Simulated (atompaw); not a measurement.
## Which setting gave this result? (Tb, PAW (atompaw))

Base potential:

atompaw 4.2.0.5 input, output lines left out:

```
Tb 65
GGA-PBE scalarrelativistic loggrid 2001 logderivrange -8 5 326
6 6 5 4 0 0
6 0 0
6 1 0
5 2 0
4 3 8
0 0 0
c
c
c
c
v
v
c
c
c
v
v
c
c
v
v
3
2.70 2.35 2.25 2.60
n
n
y
-0.65
n
y
-0.9
n
custom rrkj gramschmidtortho sinc
bessel
1.95
2.70
1.60
2.70
0.65
2.70
1.10
1.10
```

Cutoffs, loose and tight: the cutoffs (Ry, on a coarse ladder) from which the occupation-weighted sum of valence levels, in a spherical-Bessel basis at the reference potential, stays within 10 and 1 mRy of its value at 400 Ry. They see the waves, projectors and local potential, not the compensation charge or the core.

Only the scale of all radii (base = 1) is moved (5 further runs of the sweep failed or gave no value and are left out):

```tsv
scale of all radii (base = 1)	cutoff, loose	cutoff, tight	bound ghosts
1	160 Ry	260 Ry	none
1.06	140 Ry	230 Ry	none
1.11	140 Ry	200 Ry	none
1.29	80 Ry	140 Ry	none
```

**Question.** One more run gave cutoff, loose: 100 Ry; cutoff, tight: 160 Ry; bound ghosts: none. Which value of the scale of all radii (base = 1) was used?

**Answer.** 1.23. The tight cutoff moves one way along this sweep, from 260 Ry at 1 to 140 Ry at 1.29, which places the run between 1.11 and 1.29.
